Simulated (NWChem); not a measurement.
Molecule: NbNHCl₂F; SMILES [NH]=[Nb]([F])([Cl])[Cl]

def2 effective core potentials on Nb; no spin-orbit coupling.

Question: Give the equilibrium geometry at PBE0/def2-SVP with def2 effective core potentials on Nb (NWChem) as an XYZ file, with the point group.

Answer: point group Cs; any orientation.
```
6

Nb     0.2650    -0.0233     0.0000
N      1.0788    -1.5413     0.0000
H      1.5648    -2.4343     0.0000
F      1.5717     1.2984     0.0000
Cl    -1.0210     0.0491     1.9029
Cl    -1.0210     0.0491    -1.9029
```
